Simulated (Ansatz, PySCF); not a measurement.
GeH3, SMILES [GeH3+], charge +1. Atoms are numbered in the order given.

```xyz
4

Ge     0.0000     0.0000     0.0000
H      1.5243     0.0000     0.0000
H     -0.7621     1.3201     0.0000
H     -0.7621    -1.3201     0.0000
```
Charge +1, spin multiplicity 1.

The structure is a stationary point at B3LYP-D3(BJ)/def2-TZVPD.

Two levels are set side by side: PBE-D3(BJ)/def2-TZVPD (Ansatz, an electronic-structure program) and B3LYP-D3(BJ)/def2-TZVPD (PySCF). Each level has its own optimised geometry; the coordinates shown are those of the second. Frequencies come from the Hessian of PySCF at each geometry. Differences are taken from unrounded values.

```csv
quantity,B3LYP-D3(BJ),PBE-D3(BJ),PBE-D3(BJ) minus B3LYP-D3(BJ)
mean bond length (Å),1.524,1.535,0.010
bond Ge1–H2 (Å),1.524,1.535,0.010
bond Ge1–H3 (Å),1.524,1.535,0.010
bond Ge1–H4 (Å),1.524,1.535,0.010
highest harmonic wavenumber (cm⁻¹),2243,2188,-55
mean harmonic wavenumber (cm⁻¹),1527,1484,-42
zero-point energy (kcal/mol),13.10,12.73,-0.36
```

Exact exchange shortens and stiffens bonds; PBE has none. Differences between two approximate levels are no errors against the true value.
